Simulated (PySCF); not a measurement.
This PySCF input asks for the NMR shieldings of `COC(=S)CO[SiH3]`, C3H8O2SSi; the geometry comes from GFN2-xTB.

```python
import basis_set_exchange as bse
import numpy as np
from pyscf import gto, dft
from pyscf.prop import nmr

atoms = """
C    -2.745351   -0.160357    0.265728
O    -1.348773   -0.003038    0.105950
C    -0.765602   -0.647567   -0.880136
S    -1.529298   -1.633306   -1.929309
C     0.724361   -0.424367   -0.966759
O     1.130478    0.622514   -0.161221
Si    2.621035    1.021682    0.344832
H    -3.023107    0.445114    1.124788
H    -3.271773    0.177674   -0.630616
H    -2.994440   -1.210895    0.437557
H     0.981291   -0.233727   -2.017630
H     1.219440   -1.364334   -0.680523
H     3.229947   -0.089857    1.082363
H     3.492257    1.342406   -0.789301
H     2.275122    2.166049    1.166711
"""
names = dict.fromkeys(["C", "O", "S", "Si", "H"], "pcSseg-1")
basis = {el: gto.basis.parse(bse.get_basis(n, elements=[el], fmt="nwchem")) for el, n in names.items()}
mol = gto.M(atom=atoms, basis=basis, charge=0, verbose=0)
mf = dft.RKS(mol, xc="PBE0")
mf.grids.level = 2
mf.grids.alignment = dft.numint.BLKSIZE   # the property module wants whole blocks of grid points
mf.conv_tol = 1e-9
mf.kernel()

calc = nmr.RKS(mf)   # GIAO
C = mf.mo_coeff
Co = C[:, mf.mo_occ > 0]
resp = mf.gen_response(singlet=True, hermi=2)
def vind(x):   # induced exchange potential for any number of trial vectors
    d = np.einsum("pi,xij,qj->xpq", C, 2 * x.reshape(-1, C.shape[1], Co.shape[1]), Co, optimize=True)
    return np.einsum("xpq,pi,qj->xij", resp(d - d.transpose(0, 2, 1)), C, Co, optimize=True).ravel()
mo1, _ = nmr.rhf.solve_mo1(calc, with_cphf=vind)
sigma = calc.kernel(mo1)
for i, s in enumerate(sigma):   # ppm
    w = np.linalg.eigvalsh((s + s.T) / 2)
    print("%2d %-2s iso %8.1f  s11 %8.1f  s22 %8.1f  s33 %8.1f" % (i, mol.atom_pure_symbol(i), w.mean(), *w))
```

Question: What does it print?

Answer: 
```
 0 C  iso    126.9  s11     97.6  s22    113.8  s33    169.4
 1 O  iso     57.6  s11   -222.2  s22    104.3  s33    290.7
 2 C  iso    -42.3  s11   -205.1  s22     -2.8  s33     81.1
 3 S  iso    142.8  s11   -304.8  s22     -4.0  s33    737.3
 4 C  iso    111.2  s11     87.4  s22     94.1  s33    151.9
 5 O  iso    322.9  s11    279.2  s22    337.3  s33    352.2
 6 Si iso    385.8  s11    341.0  s22    347.1  s33    469.2
 7 H  iso     27.3  s11     23.4  s22     26.4  s33     32.1
 8 H  iso     27.4  s11     23.6  s22     25.3  s33     33.3
 9 H  iso     27.4  s11     23.4  s22     25.4  s33     33.2
10 H  iso     26.6  s11     21.1  s22     27.1  s33     31.6
11 H  iso     26.9  s11     22.3  s22     27.8  s33     30.7
12 H  iso     26.8  s11     23.8  s22     25.1  s33     31.6
13 H  iso     26.8  s11     23.5  s22     24.9  s33     32.0
14 H  iso     26.8  s11     22.8  s22     25.6  s33     32.1
```

These numbers come from an equivalent density-fitted implementation of the same equations, which agrees with the script to about 0.01 ppm for H and up to a few tenths of a ppm for heavy atoms, so last digits may differ.

Question: Turn these shieldings into chemical shifts. Chemical shifts δ = σref − σ; TMS for 13C (σ = 186.93 ppm) and 29Si (σ = 349.16 ppm) and 1H (σ = 31.72 ppm); 17O (σ = 336.08 ppm) vs H2O; CS2 for 33S (σ = 503.73 ppm), all at this level.

Answer: Averaging equivalent atoms: C 2: 229.2; C 4: 75.8; C 0: 60.0; O 1: 278.5; O 5: 13.2; S 3: 361; Si 6: -36.6; H 10/11: 4.95; H 12/13/14: 4.90; H 7/8/9: 4.36 ppm. Unscaled 17O shifts of doubly bonded oxygen tend to come out too high, by tens of ppm or more. Experimental scales use liquid or dissolved standards, which lie at an offset from isolated H2O (liquid H2O: subtract about 36 ppm).

Size and cost of the density-fitted run: 173 basis functions, 38 s wall time on 1 thread of an Arm Neoverse N1, shared host; peak memory 0.78 GiB.
